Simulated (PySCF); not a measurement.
# Correlation energy of P¹¹⁺ (phosphorus, charge +11)

Starting occupation: [He] 2s2. Calculation: PySCF 2.14, in an even-tempered Gaussian basis (18 s from 0.36 bohr⁻², ratio 2.6; 11 p from 0.47 bohr⁻², ratio 2.6; 7 d from 0.48 bohr⁻², ratio 2.8; 4 f from 11 bohr⁻², ratio 2.8); X2C-1e with screened-nucleus spin-orbit coupling, Gaussian nucleus. Frozen: nothing; 4 electrons correlated; the 30 highest virtual spinors left out.

MP2 pair energies summed by pair of shells (mhartree):

```tsv
pair	energy	share (%)
2s1/2-2s1/2	-103.77	65.4
1s1/2-1s1/2	-41.06	25.9
1s1/2-2s1/2	-13.92	8.8
```

Total MP2 correlation energy: -158.76 mhartree.

The virtual space was cut to 56 spinors, which keep -148.05 of the -158.76 mhartree of MP2 correlation.

| level | correlation energy (mhartree) |
| --- | --- |
| CCSD | -226.09 |
| (T) | -0.58 |
| CCSD(T) | -226.67 |

Diagnostics: T1 = 0.0018, largest double amplitude 0.142.

Q: Is a single reference adequate?

A: Mostly. T1 lies below 0.03, but a double amplitude of this size points to a near-degeneracy that CCSD handles and MP2 describes poorly.

The coupled-cluster values are those of the cut space; adding the MP2 remainder, -10.71 mhartree, estimates the full space.
